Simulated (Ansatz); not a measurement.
Ansatz results at the PBE0-D4/def2-TZVP geometry: HOMO–LUMO gap (PBE0/def2-TZVPP) 7.89 eV; HOMO–LUMO gap (ωB97M-V/def2-TZVPP) 11.85 eV; LUMO energy (ωB97M-V/def2-TZVPP) 0.57 eV.

Each molecule was computed in one conformer, which needn't be the lowest.

(1) Which molecule gave them?
A. `[CH3][Al]([F])[F]`
B. `[NH2][Al]([NH2])[NH2]`
C. `C[NH][Al]([CH3])[F]`
D. `[SiH3][O][Al]([Cl])[Cl]`

Results:

(1) D. The others give `C[NH][Al]([CH3])[F]`: 6.90, 10.68, 1.49; `[NH2][Al]([NH2])[NH2]`: 7.04, 10.87, 1.73; `[CH3][Al]([F])[F]`: 8.79, 12.58, 0.99.
